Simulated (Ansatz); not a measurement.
Saddle point of Si2H8SO, singlet (Si₂H₆SO ([SiH3][O][SiH2][SH]) + H₂ → Si₂H₆O ([SiH3][O][SiH3]) + H₂S; bonds formed: Si1–H8, S2–H7; bonds broken: Si1–S2, H7–H8), PBE0-D4/def2-TZVP structure:

```json
{"atom": "Si1", "x (Å)": "0.2741", "y (Å)": "0.8613", "z (Å)": "0.9179"}
{"atom": "S2", "x (Å)": "0.5586", "y (Å)": "-1.6878", "z (Å)": "0.8134"}
{"atom": "O3", "x (Å)": "-0.2479", "y (Å)": "0.8786", "z (Å)": "-0.6322"}
{"atom": "Si4", "x (Å)": "-1.0920", "y (Å)": "-0.1056", "z (Å)": "-1.6527"}
{"atom": "H5", "x (Å)": "0.9458", "y (Å)": "2.1869", "z (Å)": "0.9198"}
{"atom": "H6", "x (Å)": "-0.7883", "y (Å)": "0.7077", "z (Å)": "1.9315"}
{"atom": "H7", "x (Å)": "1.2901", "y (Å)": "-0.4940", "z (Å)": "1.6936"}
{"atom": "H8", "x (Å)": "1.5097", "y (Å)": "0.4391", "z (Å)": "1.9903"}
{"atom": "H9", "x (Å)": "1.5820", "y (Å)": "-1.6601", "z (Å)": "-0.0577"}
{"atom": "H10", "x (Å)": "-0.1912", "y (Å)": "-1.1227", "z (Å)": "-2.2496"}
{"atom": "H11", "x (Å)": "-2.2159", "y (Å)": "-0.7727", "z (Å)": "-0.9499"}
{"atom": "H12", "x (Å)": "-1.6252", "y (Å)": "0.7692", "z (Å)": "-2.7245"}
```

Energies are electronic, without zero-point energy. Barriers and step energies count from the start structure reached by relaxing down the imaginary mode; all methods use the PBE0-D4 structures, on which another method's saddle can fall below an end. Computed with Ansatz 0.2.0 (basis: def2-TZVPP, with def2-QZVPP for the basis limit); correlated methods freeze the cores. B3LYP uses VWN-RPA correlation. Extrapolation: Hartree–Fock as exp(−7.88 √X), correlation as X^−2.97.

| method | barrier (kJ/mol) | step energy (kJ/mol) |
| --- | --- | --- |
| SPW92 | 158.0 | 40.2 |
| PBE-D4 | 193.2 | 46.8 |
| BLYP-D4 | 214.6 | 41.8 |
| r2SCAN-D4 | 210.8 | 46.4 |
| B97M-V | ? | 39.1 |
| PBE0-D4 | 213.0 | 43.3 |
| B3LYP-D4 | 228.7 | 38.6 |
| r2SCAN0-D4 | 223.9 | 43.4 |
| BHLYP-D4 | 251.9 | 34.1 |
| CAM-B3LYP-D4 | 238.2 | 33.9 |
| wB97X-V | 240.6 | 38.3 |
| wB97M-V | 233.9 | 39.6 |
| B2PLYP | ? | 40.2 |
| PBE-QIDH | ? | 43.7 |
| RPA on PBE | 240.9 | 33.7 |
| HF | 310.7 | 26.2 |
| MP2 | 241.2 | 46.4 |
| CCSD | 253.5 | 34.3 |
| CCSD(T) | 242.1 | 38.4 |

Task: Fill in the withheld barriers. (To be estimated.)

Result: The calculation gives: B97M-V 220.4; PBE-QIDH 232.6; B2PLYP 239.7 kJ/mol. Each is the energy of the saddle less that of the start structure, by the same method.

For comparison, the barrier by CCSD(T) at an estimated basis limit (MP2 extrapolated from triple and quadruple zeta, plus CCSD(T) − MP2 in triple zeta) is 239.5 kJ/mol.

No T1 diagnostic of these runs exceeds 0.014.

Labels in which every atom is bracketed show which atoms are joined, not bond orders.

For scale, one of the runs: CCSD(T)/def2-TZVPP, 269 basis functions, launched by `ansatz run in.yaml --threads 4 --pin off --events-out ev --progress --plain --max-ram 9574MiB`. The run took 3.5 min on 4 CPU threads of an Intel Xeon (shared host), with 6.3 GiB of host memory at its peak.
